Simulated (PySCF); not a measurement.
**Au²⁺ (gold, charge +2) across methods**

[Xe] 4f14 5d9, 2D determinant. All numbers are calculated (PySCF 2.14, a scalar-relativistic core potential, in aug-cc-pwCVDZ-PP with ECP60MDF). The B2PLYP total includes its PT2 part (frozen core); its orbital energies are those of the SCF part.

```json
{"method": "r2SCAN", "E (hartree)": "-134.6369", "mean ε 5p β (eV)": "-82.515", "mean ε 5d α (eV)": "-28.020", "mean ε 5d β (eV)": "-27.173", "Σ⟨r²⟩ (bohr²)": "33.46", "⟨S²⟩": "0.767"}
{"method": "B2PLYP", "E (hartree)": "-134.3897", "mean ε 5p β (eV)": "-88.466", "mean ε 5d α (eV)": "-31.165", "mean ε 5d β (eV)": "-30.291", "Σ⟨r²⟩ (bohr²)": "33.51", "⟨S²⟩": "0.757"}
{"method": "PBE", "E (hartree)": "-134.6131", "mean ε 5p β (eV)": "-80.958", "mean ε 5d α (eV)": "-27.705", "mean ε 5d β (eV)": "-26.979", "Σ⟨r²⟩ (bohr²)": "33.74", "⟨S²⟩": "0.757"}
{"method": "M06-2X", "E (hartree)": "-134.4959", "mean ε 5p β (eV)": "-87.675", "mean ε 5d α (eV)": "-31.434", "mean ε 5d β (eV)": "-30.645", "Σ⟨r²⟩ (bohr²)": "33.58", "⟨S²⟩": "0.756"}
{"method": "UHF", "E (hartree)": "-133.80120", "mean ε 5p β (eV)": "-94.658", "mean ε 5d α (eV)": "-33.969", "mean ε 5d β (eV)": "-32.886", "Σ⟨r²⟩ (bohr²)": "33.27", "⟨S²⟩": "0.761"}
{"method": "wB97M-V", "E (hartree)": "-134.5241", "mean ε 5p β (eV)": "-87.370", "mean ε 5d α (eV)": "-31.949", "mean ε 5d β (eV)": "-31.201", "Σ⟨r²⟩ (bohr²)": "33.59", "⟨S²⟩": "0.753"}
{"method": "CAM-B3LYP", "E (hartree)": "-134.5458", "mean ε 5p β (eV)": "-86.061", "mean ε 5d α (eV)": "-30.970", "mean ε 5d β (eV)": "-30.219", "Σ⟨r²⟩ (bohr²)": "33.70", "⟨S²⟩": "0.754"}
{"method": "LDA", "E (hartree)": "-134.3428", "mean ε 5p β (eV)": "-81.023", "mean ε 5d α (eV)": "-27.910", "mean ε 5d β (eV)": "-27.189", "Σ⟨r²⟩ (bohr²)": "33.95", "⟨S²⟩": "0.754"}
```

(1) Estimate the same row for PBE0.

Energies and moments cover only the electrons outside the core potential. Spin-orbit coupling, absent here, splits the open shell strongly.

Results:

(1) E (hartree) = -134.5895; mean ε 5p β (eV) = -84.657; mean ε 5d α (eV) = -29.516; mean ε 5d β (eV) = -28.716; Σ⟨r²⟩ (bohr²) = 33.54; ⟨S²⟩ = 0.757.
